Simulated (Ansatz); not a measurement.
Geometry optimisation, Ansatz 0.2.0, DFT PBE, scalar-relativistic, plane waves, PAW.

input.yaml

```yaml
crystal:
  lattice:
    - [0.0, 5.43, 5.43]
    - [5.43, 0.0, 5.43]
    - [5.43, 5.43, 0.0]
  atoms:
    - { symbol: Si, position: [0.0, 0.0, 0.0] }
    - { symbol: Si, position: [0.125, 0.125, 0.125] }
    - { symbol: Si, position: [0.0, 0.0, 0.5] }
    - { symbol: Si, position: [0.125, 0.125, 0.625] }
    - { symbol: Si, position: [0.0, 0.5, 0.0] }
    - { symbol: Si, position: [0.125, 0.625, 0.125] }
    - { symbol: Si, position: [0.0, 0.5, 0.5] }
    - { symbol: Si, position: [0.125, 0.625, 0.625] }
    - { symbol: Si, position: [0.5, 0.0, 0.0] }
    - { symbol: Si, position: [0.625, 0.125, 0.125] }
    - { symbol: Si, position: [0.5, 0.0, 0.5] }
    - { symbol: Si, position: [0.625, 0.125, 0.625] }
    - { symbol: Si, position: [0.5, 0.5, 0.0] }
    - { symbol: Si, position: [0.625, 0.625, 0.125] }
    - { symbol: Si, position: [0.5, 0.5, 0.5] }
    - { symbol: Si, position: [0.625, 0.625, 0.625] }
    - { symbol: Li, position: [1.25399431, 0.25257207, 0.24274592], spin: 1.0 }
magnetization:
  spin_polarized: true
basis:
  ecutwfc: 420.0
kpoints:
  mp_grid: { grid: [2, 2, 2] }
hamiltonian:
  xc: pbe
  pseudopotentials: { kind: paw, azcp: { folder: soft_1 } }
scf:
  occupations: { method: gaussian, width: 0.02 }
  lower_state_search: "off"
relax:
  f_tol: 0.03
  max_steps: 60
  adjacent_minimum: "off"
output:
  write_density: true
  write_potential: true
  elf: true
  volumetric_format: npy
```

Launched with:

```bash
$ ansatz run input.yaml --threads 2 --pin off --max-ram 5120MiB --backend cpu --events-out ev --progress --plain --runs-dir out
```

Problem. Where does it end, and by what steps?

Solution. The forces met the threshold. The force dipped under the threshold on the way, but the program's further checks kept it going. Limits of this set-up: coarse k mesh, a small cell, in which the defect meets its images. After 6 steps the energy has fallen by 0.130 eV; Si10 moved furthest, 0.05 Å.

```tsv
step	energy less start (eV)	largest force component (eV/Å)	accepted
0	0.0000	0.570	yes
1	-0.1153	0.195	yes
2	-0.1206	0.144	yes
3	-0.1298	0.023	yes
4	-0.1298	0.023	yes
5	-0.1274	0.105	no
6	-0.1298	0.023	yes
```

```xyz
17
Lattice="0.0000 5.4300 5.4300 5.4300 0.0000 5.4300 5.4300 5.4300 0.0000" Properties=species:S:1:pos:R:3
Si -0.002 -0.001 0.003
Si 1.326 1.327 1.330
Si 2.713 2.714 -0.016
Si 4.100 4.101 1.330
Si 2.714 -0.019 2.717
Si 4.101 1.327 4.104
Si 5.446 2.714 2.717
Si 6.774 4.084 4.087
Si -0.019 2.714 2.717
Si 1.326 4.101 4.104
Si 2.713 5.447 2.717
Si 4.083 6.774 4.087
Si 2.714 2.714 5.450
Si 4.084 4.084 6.777
Si 5.429 5.429 5.432
Si 6.774 6.774 6.777
Li 2.713 8.144 8.148
```

The run took 2.4 min on 2 threads of Arm Neoverse N1, on a shared host, peak memory 0.69 GiB.
